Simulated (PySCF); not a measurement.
Output of ΔSCF core-hole calculations on `[OH2]->[Ga]([F])([F])[F]` (Ga(H2O)F3).

Theory: delta-SCF UKS SCAN, pcX-2 on the ionised atom, pcseg-1 elsewhere, spin-free X2C (PySCF 2.14.0). Atoms in this output count from 0. The cycles run on a coarse integration grid; for E(ground) and E(ion) the exchange–correlation energy is redone on a finer one, so they differ from the last cycle, and only they enter the binding energy.

Coordinates (Å, PBE0-D3(BJ)/def2-SVP):
```
Ga     0.078903    -0.034339    -0.873095
O      0.277439    -0.000500     1.161699
H     -0.282188    -0.707222     1.519118
H     -0.092657     0.838815     1.476048
F      1.669047    -0.269487    -1.536512
F     -0.627663     1.569152    -0.913154
F     -1.022882    -1.396408    -0.834094
```

```
ground state, core basis on atom 4 (F), 124 functions
  cycle   1  E = -2316.00839327  |g| = 1.40e-01
  cycle   2  E = -2316.00570574  |g| = 1.55e-01
  cycle   3  E = -2316.00888313  |g| = 6.37e-02
  cycle   4  E = -2316.00940854  |g| = 2.21e-02
  cycle   5  E = -2316.00948624  |g| = 1.83e-03
  cycle   6  E = -2316.00948862  |g| = 9.58e-04
  cycle   7  E = -2316.00948647  |g| = 8.70e-05
  E(ground) = -2316.25631825 Eh
hole in F 1s of atom 4
  cycle   1  E = -2289.68939647  |g| = 2.59e+00
  cycle   2  E = -2289.66209343  |g| = 2.14e+00
  cycle   3  E = -2290.50622662  |g| = 5.01e-01
  cycle   4  E = -2290.46950193  |g| = 5.83e-01
  cycle   5  E = -2290.58636032  |g| = 3.65e-02
  cycle   6  E = -2290.58651537  |g| = 3.22e-02
  cycle   7  E = -2290.58688456  |g| = 4.55e-03
  cycle   8  E = -2290.58689041  |g| = 1.78e-03
  cycle   9  E = -2290.58689235  |g| = 1.56e-03
  cycle  10  E = -2290.58689295  |g| = 1.94e-04
  E(ion) = -2290.84190306 Eh   <S^2> = 0.7570   hole on atom = 1.000
```

Task: What is the F 1s binding energy of atom 4?

Result: (-2290.841903 − (-2316.256318)) Eh × 27.2114 eV/Eh = 691.56 eV, for the fluorine bonded to Ga.

Isolated species at its PBE0-D3(BJ)/def2-SVP geometry, gas phase.

The run took 6.0 s on one thread of an Arm Neoverse V2, no GPU, shared host, and the process peaked at 0.35 GiB of memory.
Labels such as C1 count atoms from 1, the log's own numbers from 0.
